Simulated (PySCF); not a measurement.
Dipole moment and polarisability of `O=C1OC[C@@H](Cl)[C@@H](F)O1`

C4H4ClFO3.
Numbering: `[O:1]=[C:2]1[O:3][CH2:4][C@@H:5]([Cl:6])[C@@H:7]([F:8])[O:9]1` (hydrogens: H10, H11 on C4; H12 on C5; H13 on C7)

Cartesian coordinates in Å at the PBE0-D3(BJ)/def2-SVP level; atoms count from 1:
```xyz
13
C4H4ClFO3 angstrom
O      2.9994    0.2564   -0.0819
C      1.8177    0.1736   -0.0677
O      1.0325    1.2307    0.1666
C     -0.3851    1.1865    0.1298
C     -0.8713   -0.1911    0.5146
Cl    -2.6314   -0.2992    0.3577
C     -0.1645   -1.1700   -0.4014
F     -0.4939   -0.9011   -1.6912
O      1.2088   -1.0345   -0.2397
H     -0.7371    1.4270   -0.8857
H     -0.7465    1.9546    0.8252
H     -0.6080   -0.4307    1.5551
H     -0.4079   -2.2213   -0.1897
```

Level: wB97X-D/def2-SVPD (PySCF), static field, nuclei fixed, core orbitals frozen in the response. The polarisability tensor in these axes (au):

```
x   90.40  2.21 -1.43
y    2.21 63.39  1.84
z   -1.43  1.84 54.76
```

Task: What are the eigenvalues, a third of the trace, and Δα (Δα² = ½Σ(αi − αj)² over the three pairs)?

Result: Principal values 54.28, 63.64 and 90.63 au; mean 69.52 au = 10.30 Å³ = 11.46 × 10⁻⁴⁰ C²·m²/J; Δα = 32.69 au (47 % of the mean).

Task: What is the dipole moment, and where does it point?

Result: (-3.57, -0.16, 1.53) D, 3.88 D in size, pointing from the negative to the positive side. Measured along this direction, the outermost atoms are O1 at the negative end and Cl6 at the positive end.

Task: Find the Langevin capture rate constant for H3+ (3.023 u) meeting this molecule (153.983 u), k = 2.342 × 10⁻⁹ cm³/s × √(α in Å³ / reduced mass in u).

Result: The reduced mass is 2.97 u, so k = 4.37 × 10⁻⁹ cm³/s. The formula leaves out the permanent dipole, which adds to the capture rate.

Task: Estimate the molar refractivity from the static electronic polarisability.

Result: Lorentz–Lorenz: R = (4π/3)N_A α = 2.5225 cm³/(mol·Å³) × 10.30 Å³ = 26.0 cm³/mol, in the limit of long wavelengths.

Task: What are the principal values of the traceless quadrupole moment, Θ = ½Σq(3rr − r²1), about the centre of nuclear charge?

Result: -18.98, 6.85, 12.13 D·Å. The values depend on the origin, since the dipole doesn't vanish. The electronic extent ⟨r²⟩ about the same centre is 1317 bohr², a root-mean-square distance of 2.17 Å for the 78 electrons.

Isolated species at its PBE0-D3(BJ)/def2-SVP geometry (one conformer only).

These values come from a run that also computed excited states. Time: 52 s wall; peak memory 1.0 GiB. Hardware: one thread, Arm Neoverse V2 (aarch64), shared host with 32 logical CPUs at a one-minute load of 11.
